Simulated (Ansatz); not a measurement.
`N[CH2][SnH3]` and `B[CH2][SnH3]` differ in one atom or group.

Ansatz, PBE0-D4/def2-TZVP geometries, multiplicity 1. Each molecule was computed in one conformer, which needn't be the lowest.

Elements past krypton have def2 core potentials.

```
                                        property  `N[CH2][SnH3]`
           HOMO energy (ωB97M-V/def2-TZVPP) / eV           -9.12
  size of the dipole moment (PBE/def2-TZVPP) / D            1.73
             HOMO energy (B3LYP/def2-TZVPP) / eV           -6.59
  zero-point energy (PBE0-D4/def2-TZVP) / kJ/mol           194.9
size of the dipole moment (B3LYP/def2-TZVPP) / D            1.72
               LUMO energy (PBE/def2-TZVPP) / eV           -0.42
```

(1) What does the change do to each property? (Best estimate.)

Results:

(1) Computed: 
```
                                        property  `B[CH2][SnH3]`  shift
           HOMO energy (ωB97M-V/def2-TZVPP) / eV          -10.51  -1.39
  size of the dipole moment (PBE/def2-TZVPP) / D            1.43  -0.30
             HOMO energy (B3LYP/def2-TZVPP) / eV           -8.15  -1.56
  zero-point energy (PBE0-D4/def2-TZVP) / kJ/mol           177.9  -17.0
size of the dipole moment (B3LYP/def2-TZVPP) / D            1.31  -0.41
               LUMO energy (PBE/def2-TZVPP) / eV           -1.89  -1.47
```

With PBE0 the HOMO falls by 1.58 eV and the LUMO falls by 1.27 eV, so the gap widens by about 0.31 eV. PBE moves the HOMO by -1.88 eV and ωB97M-V by -1.39 eV. Dipoles are sizes alone; their direction can turn.

B3LYP here is the variant with VWN-RPA as its local correlation; programs differ in this.
